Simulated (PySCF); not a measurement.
Atom-mapped SMILES (the numbers label the heavy atoms): `[SiH3:1][SiH:2]([SiH3:3])[CH:4]1[CH2:5][CH2:6][CH2:7]1`; H(Xn) means a hydrogen on atom n. Ha(C5), Ha(C6), Ha(C7) are cis to Si2 on the ring; Hb(C5), Hb(C6), Hb(C7) are trans to Si2 on the ring.

One computed conformer, non-relativistic Hamiltonian, no solvent model, one averaged value for each set of equivalent atoms. GIAO PBE0/pcSseg-1 shieldings; geometry from PBE0-D3(BJ)/def2-SVP; PySCF 2.14.

δ = σ(ref) − σ, references computed at the same level: 13C and 1H and 29Si vs TMS.

```json
{"atoms": "C5/C7", "nucleus": "13C", "count": "2", "Hirshfeld charge": "-0.07", "δ (ppm)": "30.5"}
{"atoms": "C4", "nucleus": "13C", "count": "1", "Hirshfeld charge": "-0.11", "δ (ppm)": "20.5"}
{"atoms": "H(Si1)/H(Si3)", "nucleus": "1H", "count": "6", "Hirshfeld charge": "-0.07", "δ (ppm)": "3.51"}
{"atoms": "H(C4)", "nucleus": "1H", "count": "1", "Hirshfeld charge": "0.04", "δ (ppm)": "?"}
{"atoms": "C6", "nucleus": "13C", "count": "1", "Hirshfeld charge": "-0.07", "δ (ppm)": "?"}
{"atoms": "Hb(C6)", "nucleus": "1H", "count": "1", "Hirshfeld charge": "0.04", "δ (ppm)": "2.23"}
{"atoms": "Si2", "nucleus": "29Si", "count": "1", "Hirshfeld charge": "0.18", "δ (ppm)": "?"}
{"atoms": "Hb(C5)/Hb(C7)", "nucleus": "1H", "count": "2", "Hirshfeld charge": "0.04", "δ (ppm)": "2.00"}
{"atoms": "Ha(C5)/Ha(C7)", "nucleus": "1H", "count": "2", "Hirshfeld charge": "0.04", "δ (ppm)": "1.96"}
{"atoms": "Si1/Si3", "nucleus": "29Si", "count": "2", "Hirshfeld charge": "0.20", "δ (ppm)": "-107.8"}
{"atoms": "Ha(C6)", "nucleus": "1H", "count": "1", "Hirshfeld charge": "0.04", "δ (ppm)": "1.94"}
{"atoms": "H(Si2)", "nucleus": "1H", "count": "1", "Hirshfeld charge": "-0.08", "δ (ppm)": "?"}
```

Estimate the values marked ?.

Results:


- C6: 25.8 ppm, sp3 CH2 in a ring; a saturated carbon with 2 carbon neighbours and no heteroatom attached
- H(Si2): 3.72 ppm, hydrogen on a silicon bonded to C, 2 Si
- H(C4): 1.78 ppm, hydrogen on an sp3 CH bonded to Si
- Si2: -67.8 ppm, silicon bonded to C, 2 Si, H

Shifts are as computed. Against solution values, carbons near 30 ppm lie about +2 ppm off and those near 130 ppm about +5 ppm. Of 1309 compounds with measured shifts, 239 miss one by over three times the rms of a fit or turn the order of signals round; such compounds aren't used in these exercises.
